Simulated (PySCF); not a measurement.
CH2BF3NP.
SMILES: `N#C[BH2-][P+](F)(F)F`

Level: CAM-B3LYP/def2-SVPD in PySCF, non-relativistic, on one gas-phase PBE0-D3(BJ)/def2-SVP geometry that isn't relaxed in the solvent. The solvent is an IEF-PCM continuum (Bondi radii, 1.10 Å for H, scaled by 1.2), and excitations are vertical TDDFT with non-equilibrium linear response and a frozen core. The model holds no explicit solvent molecules, cavitation or dispersion.

Gas-phase singlets (H = HOMO, L = LUMO):

| state | E (eV) | λ (nm) | f | leading configurations |
| --- | --- | --- | --- | --- |
| S1 | 6.828 | 182 | 0.001 | H→L 64%, H→L+3 16% |
| S2 | 7.253 | 171 | 0.022 | H-1→L 67%, H→L+4 20% |
| S3 | 7.671 | 162 | 0.002 | H-1→L+4 37%, H→L 25% |
| S4 | 7.796 | 159 | 0.000 | H-1→L+4 46%, H→L+3 17% |
| S5 | 7.868 | 158 | 0.003 | H→L+1 20%, H-1→L+3 19% |

Question: How does the list change in methanol (ε = 32.61)?

Answer: 
```csv
state,E (eV),λ (nm),f,leading configurations,change by rank (eV)
S1,7.083,175,0.002,"H→L 60%, H→L+3 15%",+0.255
S2,7.506,165,0.019,"H-1→L 51%, H→L+4 28%",+0.253
S3,7.830,158,0.003,H-1→L+4 80%,+0.159
S4,8.077,154,0.003,"H→L 29%, H→L+1 28%",+0.281
S5,8.264,150,0.020,"H-1→L 30%, H-1→L+1 22%",+0.396
```

Question: The ground-state energy changes by -0.352 eV from gas to methanol. By how much does the total energy of gas-phase S2 change?

Answer: E(S2) = E(S0) + excitation energy, so it changes by -0.352 + 0.253 = -0.099 eV: it is lowered less than the ground state, which is what a blue shift means. This is the vertical state, with the slow part of the continuum still set for S0.

Question: How do the frontier levels move from gas to methanol?

Answer: 
```csv
orbital,gas (eV),solvent (eV),change (eV)
LUMO+2,0.29,0.84,+0.55
LUMO+1,0.25,0.71,+0.46
LUMO,-0.09,0.33,+0.42
HOMO,-10.68,-10.79,-0.11
HOMO-1,-10.81,-10.95,-0.14
HOMO-2,-11.69,-12.18,-0.49
HOMO-3,-12.80,-12.63,+0.17
```

The HOMO–LUMO gap goes from 10.59 to 11.12 eV. Rows go by rank; for HOMO-3, LUMO, LUMO+1 and LUMO+2 the atom shares or the degeneracy differ between the runs, so the row needn't follow one orbital.

On an Arm Neoverse V2 with one thread, on a shared host, this took 22 s and 0.81 GiB of memory at its peak. This is the whole response run at CAM-B3LYP/def2-SVPD in methanol, SCF included.

Conformer computed: `[N:1]#[C:2][BH2-:3][P+:4]([F:5])([F:6])[F:7]`: C2–B3–P4–F5 64°.
